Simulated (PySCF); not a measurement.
# Correlation energy of Ho(61+) (holmium, charge +61)

[He] 2s2 2p2, high-spin 3P determinant. All numbers are calculated (PySCF 2.14, scalar relativity by spin-free X2C-1e, in an uncontracted even-tempered set (19 s from 38 bohr⁻², ratio 2.2; 13 p from 49 bohr⁻², ratio 2.2; 5 d from 180 bohr⁻², ratio 2.4; 5 f from 280 bohr⁻², ratio 2.4; 4 g from 410 bohr⁻², ratio 2.4)). Frozen: nothing; 6 electrons correlated; the 13 highest virtual orbitals of each spin left out.

MP2 pair energies summed by pair of shells (mhartree):

| pair | energy | share (%) |
| --- | --- | --- |
| 2s-2p | -73.18 | 29.6 |
| 2s-2s | -67.35 | 27.2 |
| 1s-1s | -56.36 | 22.8 |
| 1s-2p | -20.76 | 8.4 |
| 1s-2s | -19.29 | 7.8 |
| 2p-2p | -10.50 | 4.2 |

Total MP2 correlation energy: -247.44 mhartree.

At this charge the one-electron X2C treatment keeps the bare 1/r₁₂, with no two-electron picture change or Breit term. That inflates the 1s pair energies well beyond their four-component values; and a scalar Hamiltonian misses the large spin-orbit splitting of the p shells, which matters for ns² → np² pairs.

Spin-orbit coupling is strong in this species, so the high-spin LS determinant is a model state.
